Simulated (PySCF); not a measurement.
# Steps of a relaxation of EuOCl

EuOCl (singlet in the valence; each metal's 4f electrons, 6 of them, lie in its core potential, out of spins and levels). PySCF 2.14.0, RKS PBE0, Eu lcecp-1-SVP with ECP52, O def2-SVP, Cl def2-SVP; non-relativistic Hamiltonian with scalar-relativistic core potentials where named; density fitting; no spin-orbit coupling. Origin of the start: template. Columns: position (Å) and force (eV/Å). Energies are counted from the last step; some of the 7 steps are shown. Forces carry noise of the integration grid, about 0.01 to 0.03 eV/Å.

Run from Python with OMP_NUM_THREADS=2. Where DIIS fails, smearing, a level shift and second-order steps follow.
It took 12 s on 2 threads of Arm Neoverse V1 (shared host), from the converged density of the start.

```xyz
3
step 0  E = 0.103 eV
Eu    0.2825    0.0000   -0.2443    -0.39    0.00   -0.19
O     1.9610    0.0000    0.5069    -0.13    0.00    0.23
Cl   -2.1325    0.0000    0.8365     0.52    0.00   -0.04
```

```xyz
3
step 2  E = 0.009 eV
Eu    0.2572    0.0000   -0.4040     0.64    0.00    0.37
O     1.8047    0.0000    0.6203    -0.64    0.00   -0.39
Cl   -1.9508    0.0000    0.8828     0.00    0.00    0.02
```

```xyz
3
step 4  E = 0.000 eV
Eu    0.2646    0.0000   -0.4108     0.06    0.00   -0.03
O     1.7800    0.0000    0.6236    -0.02    0.00    0.00
Cl   -1.9335    0.0000    0.8864    -0.04    0.00    0.03
```

**Question.** Where does the relaxation end?

**Answer.** It converges at step 6 in Cs:
```xyz
3
step 6  E = 0
Eu    0.2667    0.0000   -0.4139
O     1.7784    0.0000    0.6248
Cl   -1.9340    0.0000    0.8882
```

**Question.** How did the contacts change?

**Answer.** 
| contact | start (Å) | end (Å) |
| --- | --- | --- |
| Eu1–O2 (O) | 1.839 | 1.834 |
| Eu1–Cl3 (Cl) | 2.646 | 2.557 |


An lcecp potential fixes the number of 4f electrons, so in runs with it no electron can move into or out of that shell.
